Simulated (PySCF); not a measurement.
Input of a response calculation (the driver script's job line, then coordinates in Å):

```
{"job": {"kind": "uv", "xc": "B3LYP", "basis": "def2-SVPD", "nstates": 8, "ntriplets": 3}, "charge": 0, "multiplicity": 1}
O      2.245762    -0.779666    -0.639501
C      0.999427    -0.387642    -0.313377
C     -0.082713    -1.143134    -0.762089
C     -1.376038    -0.775032    -0.449303
C     -1.622243     0.352429     0.317991
C     -0.563132     1.115890     0.774149
C      0.729090     0.743457     0.456233
Br     2.204860     1.799701     1.085919
H      2.898684    -0.168866    -0.261861
H      0.127126    -2.018262    -1.355823
H     -2.198704    -1.374159    -0.807564
H     -2.632601     0.639201     0.563660
H     -0.733906     1.996569     1.373837
```

Theory: TDDFT B3LYP/def2-SVPD, vertical, gas phase, core orbitals frozen in the response (PySCF). Job line and output are in the format of a driver script around the code.

Task: Give the output without the SCF cycles.

Result: 
```
converged SCF energy = -2880.5423085071

Static polarisability (au): isotropic 95.130, principal 57.860 100.010 127.520

Singlet excitations
state   eV       nm        f      main configurations
  1   4.8726    254.5   0.00000   H->L+1 0.97
  2   5.0041    247.8   0.04977   H->L 0.80, H-1->L+2 0.19
  3   5.4884    225.9   0.00039   H-1->L+1 0.96
  4   5.7384    216.1   0.02131   H->L+2 0.56, H-1->L 0.41
  5   6.0490    205.0   0.01008   H->L+3 0.98
  6   6.3910    194.0   0.26941   H-1->L 0.50, H->L+2 0.36
  7   6.5306    189.9   0.43383   H-1->L+2 0.73, H->L 0.15
  8   6.5971    187.9   0.00349   H->L+4 0.95

Triplet excitations (Tamm-Dancoff, eV): 4.0627 4.1938 4.5424
```

The structure is a single GFN2-xTB conformer in the gas phase; no vibrational or solvent corrections. Relativistic effects, spin–orbit coupling among them, are left out although an element past zinc is present.

The species is 2-bromophenol, `Oc1ccccc1Br`.

H and L stand for HOMO and LUMO.

Shape of the structure used: `[OH:1][c:2]1[cH:3][cH:4][cH:5][cH:6][c:7]1[Br:8]`: H–O1–C2–C3 180°.
